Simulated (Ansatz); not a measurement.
The cluster Hf2O4. Charge 0, multiplicity 3. Geometry r2SCAN-D4/def2-SVP; atoms count from 1.

```xyz
6

Hf   -0.625   -1.126    1.091
Hf    0.496    0.689   -0.979
O    -1.258    0.048   -0.401
O     1.153   -0.443    0.475
O    -1.023   -0.330    2.627
O     1.257    1.163   -2.814
```

In the def2 sets Hf takes a core potential; there is no spin–orbit coupling. At PBE0-D4/def2-TZVP a singlet of charge 0 lies 2.42 eV below the triplet, each at its own geometry. The structure comes from a short search, and lower isomers may exist.

Question: Estimate the Mulliken populations from the PBE0/def2-TZVP orbitals of Ansatz.

Answer: 
```tsv
atom	charge (e)	spin (α − β)	d electrons
Hf1	1.27	0.04	2.03
Hf2	1.05	1.01	1.84
O3	-0.66	-0.01	–
O4	-0.66	-0.01	–
O5	-0.58	0.00	–
O6	-0.43	0.97	–
```
Mulliken values and Mayer orders depend strongly on the basis.

Question: Where does the spin sit?

Answer: Summed by element: Hf 1.06, O 0.94, of 2 unpaired in all. Largest on single atoms: Hf2 1.01, O6 0.97, Hf1 0.04.

Question: And the Mayer bond orders between bonded heavy atoms (over 0.3)?

Answer: Hf1–O3 0.96 (2.00 Å); Hf1–O4 0.96 (2.00 Å); Hf1–O5 2.15 (1.78 Å); Hf2–O3 1.10 (1.96 Å); Hf2–O4 1.10 (1.96 Å); Hf2–O6 0.98 (2.04 Å).
